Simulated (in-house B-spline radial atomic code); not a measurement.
A fraction x of an electron is added to 3d in neutral vanadium, starting from [Ar] 3d3 4s2 and keeping the highest spin. All numbers are computed (scalar-relativistic (X2C) SCAN, spin-polarised, spherical fractional occupations; Fermi nucleus of rms radius 3.6002 fm) with a B-spline radial code for spherical atoms, not measured.

```
  x  E(x) - E(0) (eV)  3d up level (eV)
  0            0.0000            -6.279
0.1           -0.5786            -5.292
0.2           -1.0589            -4.323
0.3           -1.4449            -3.407
0.4                 ?                 ?
0.5           -1.9529            -1.709
0.6                 ?                 ?
0.7           -2.1413            -0.213
```

Question: What belongs in the row x = 0.4?

Answer: An energy change of -1.7415 eV; 3d up at -2.530 eV.

Question: What belongs in the row x = 0.6?

Answer: An energy change of -2.0845 eV; 3d up at -0.931 eV.

Question: Check Janak's theorem between x = 0.1 and 0.2.

Answer: The slope of the energy is -4.80 eV; the orbital levels give -4.81 eV (ε of the filling orbital, averaged over the two points).

Question: Up to what added charge does this functional bind the extra electron?

Answer: The highest level rises by about 5.1 eV per electron near x = 0.7 and would reach zero near x = 0.74, so a whole extra electron isn't bound at the basis-set limit.
